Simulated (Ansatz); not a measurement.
Saddle point of GaHBrCl, closed shell (GaBr + HCl → GaCl + HBr; bonds formed: Ga1–Cl4, Br2–H3; bonds broken: Ga1–Br2, H3–Cl4), PBE0-D4/def2-TZVP structure:

```tsv
atom	x (Å)	y (Å)	z (Å)
Ga1	1.5343	0.4171	-0.4382
Br2	-0.9317	-0.4995	-1.3587
H3	-0.7075	-0.1893	0.2222
Cl4	0.1049	0.2716	1.5747
```

Energies are electronic, without zero-point energy. Barriers and step energies count from the start structure reached by relaxing down the imaginary mode; all methods use the PBE0-D4 structures, on which another method's saddle can fall below an end. Ansatz 0.2.0; basis: def2-TZVPP, with def2-QZVPP for the basis limit; cores frozen in the correlated methods. Filled d shells of the heavier atoms are correlated. The def2 sets are not built for correlating such inner shells, so the correlated values are less sure here. B3LYP uses VWN-RPA correlation. Extrapolation: Hartree–Fock as exp(−7.88 √X), correlation as X^−2.97.

```json
{"method": "SPW92", "barrier (kcal/mol)": "-0.94", "step energy (kcal/mol)": "2.86"}
{"method": "PBE-D4", "barrier (kcal/mol)": "2.80", "step energy (kcal/mol)": "3.08"}
{"method": "BLYP-D4", "barrier (kcal/mol)": "5.19", "step energy (kcal/mol)": "2.77"}
{"method": "r2SCAN-D4", "barrier (kcal/mol)": "?", "step energy (kcal/mol)": "2.85"}
{"method": "B97M-V", "barrier (kcal/mol)": "7.11", "step energy (kcal/mol)": "2.03"}
{"method": "PBE0-D4", "barrier (kcal/mol)": "5.31", "step energy (kcal/mol)": "3.30"}
{"method": "B3LYP-D4", "barrier (kcal/mol)": "?", "step energy (kcal/mol)": "2.97"}
{"method": "r2SCAN0-D4", "barrier (kcal/mol)": "5.97", "step energy (kcal/mol)": "3.17"}
{"method": "BHLYP-D4", "barrier (kcal/mol)": "10.11", "step energy (kcal/mol)": "3.23"}
{"method": "CAM-B3LYP-D4", "barrier (kcal/mol)": "8.15", "step energy (kcal/mol)": "2.65"}
{"method": "wB97X-V", "barrier (kcal/mol)": "8.52", "step energy (kcal/mol)": "2.69"}
{"method": "wB97M-V", "barrier (kcal/mol)": "?", "step energy (kcal/mol)": "2.89"}
{"method": "B2PLYP", "barrier (kcal/mol)": "7.58", "step energy (kcal/mol)": "2.90"}
{"method": "PBE-QIDH", "barrier (kcal/mol)": "7.15", "step energy (kcal/mol)": "3.21"}
{"method": "RPA on PBE", "barrier (kcal/mol)": "8.33", "step energy (kcal/mol)": "2.50"}
{"method": "HF", "barrier (kcal/mol)": "17.28", "step energy (kcal/mol)": "3.37"}
{"method": "MP2", "barrier (kcal/mol)": "7.31", "step energy (kcal/mol)": "2.86"}
{"method": "CCSD", "barrier (kcal/mol)": "10.76", "step energy (kcal/mol)": "2.79"}
{"method": "CCSD(T)", "barrier (kcal/mol)": "9.02", "step energy (kcal/mol)": "2.74"}
```

Question: Fill in the withheld barriers. (An estimate is asked for; the value comes from the calculation.)

Answer: Computed: B3LYP-D4 6.96; r2SCAN-D4 3.93; wB97M-V 8.26 kcal/mol. Each is the energy of the saddle less that of the start structure, by the same method.

For comparison, the barrier by CCSD(T) at an estimated basis limit (MP2 extrapolated from triple and quadruple zeta, plus CCSD(T) − MP2 in triple zeta) is 8.03 kcal/mol.

No T1 diagnostic of these runs exceeds 0.011.

For scale, one of the runs: CCSD(T)/def2-TZVPP, 152 basis functions, launched by `ansatz run in.yaml --threads 2 --pin off --events-out ev --progress --plain --max-ram 4352MiB`. Time: 36 s of wall clock on 2 CPU threads of an Intel Xeon Platinum 8375C; the host was shared. Peak host memory: 0.98 GiB.
